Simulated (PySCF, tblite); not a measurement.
C3H11B3O.
Geometry (GFN2-xTB, Å), atoms numbered from 1 in this order:
```xyz
18
C3H11B3O angstrom
B     -2.0951    1.3420   -0.2610
B     -1.9956   -0.2493   -0.5755
C     -1.2021   -1.2857    0.3136
B      0.1670   -1.6277   -0.4417
O      1.3597   -1.1066   -0.1871
C      1.6937   -0.1150    0.7576
C      1.9474    1.2169    0.0610
H     -1.3298    2.1357   -0.6689
H     -2.9593    1.8028    0.3878
H     -2.5274   -0.7181   -1.5186
H     -1.0143   -0.9197    1.3236
H     -1.7632   -2.2164    0.3907
H      0.1834   -2.4198   -1.3108
H      2.6054   -0.4549    1.2641
H      0.8991    0.0025    1.5033
H      2.7332    1.1061   -0.6819
H      2.2489    1.9650    0.7893
H      1.0404    1.5487   -0.4372
```

Jobs on this species (18 atoms, 52 electrons) with PySCF (density fitting) and tblite. Hardware of each: Arm Neoverse N1, one thread, shared host. Other jobs ran on the host; a repeat could differ by tens of per cent or more.

**Question.** Rank these jobs by wall time, shortest first.
A. PBE0/def2-SVPD; 8 singlets by full TDDFT, 3 Tamm–Dancoff triplets, polarisability; 231 basis functions
B. GFN2-xTB; Hessian by finite differences
C. PBE0/pcSseg-1; shieldings, charges and field gradients; 174 basis functions

**Answer.** B (0.82 s), C (45 s), A (78 s).

All jobs:

```csv
level and settings,work,basis functions,SCF cycles,wall time
GFN2-xTB,Hessian by finite differences,–,–,0.82 s
GFN2-xTB,L-BFGS relaxation,–,–,1.3 s
PBE0/pcSseg-1,"shieldings, charges and field gradients",174,14,45 s
PBE0/def2-SVPD,"8 singlets by full TDDFT, 3 Tamm–Dancoff triplets, polarisability",231,14,78 s
```

**Question.** What do all jobs in the table cost together?

**Answer.** About 2.1 min; the longest takes about 62 % of that, and about 95 times as long as the shortest.
